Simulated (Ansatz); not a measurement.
Z-matrix (Å, degrees):
```
C
H 1 1.1013
H 1 1.1030 2 107.83
C 1 1.4968 2 112.12 3 123.59
C 4 1.3365 1 125.29 2 9.50
H 5 1.0930 4 121.37 1 178.56
H 5 1.0954 6 117.02 4 179.95
H 4 1.0966 5 119.17 6 0.79
Ge 1 1.9527 2 108.26 3 -113.17
O 9 1.7755 1 111.01 2 -170.55
H 10 0.9674 9 110.91 1 126.13
O 9 1.7790 10 110.18 11 -115.60
H 12 0.9671 9 112.15 10 40.33
O 9 1.7845 10 102.55 11 1.81
H 14 0.9662 9 113.17 10 -164.45
```
Charge 0, multiplicity 1.

Calculation: frozen-core CCSD(T)/def2-TZVPP // B3LYP-D3(BJ)/def2-SVP (Ansatz, a program for electronic structure).

```
Property                         Value
----------------------  --------------
HF energy               -2418.44591 Ha
MP2 correlation energy     -1.47474 Ha
```

Estimate the CCSD correlation energy, the (T) correction, the total energy and the T1 diagnostic.


```yaml
CCSD correlation energy: -1.50084 Ha
"(T) correction": -0.06008 Ha
CCSD(T) total energy: -2420.00683 Ha
T1 diagnostic: 0.012
```
